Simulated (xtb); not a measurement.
Ga(F)(OH)(NH2) (FGaH₃NO), SMILES [Ga]([NH2])([F])[OH]. All values are semi-empirical tight-binding results from xtb (GFN2-xTB unless named), good for trends rather than for accurate numbers. Geometry: GFN2-xTB. Other conformers were not sampled.

For metal compounds this method's bond lengths and energies can be far off.

```
Item                                           Value
-------------------------------------  -------------
orbital gap                                  3.75 eV
zero-point energy                      23.0 kcal/mol
G − E(el) at 298.15 K (modified RRHO)   3.8 kcal/mol
```
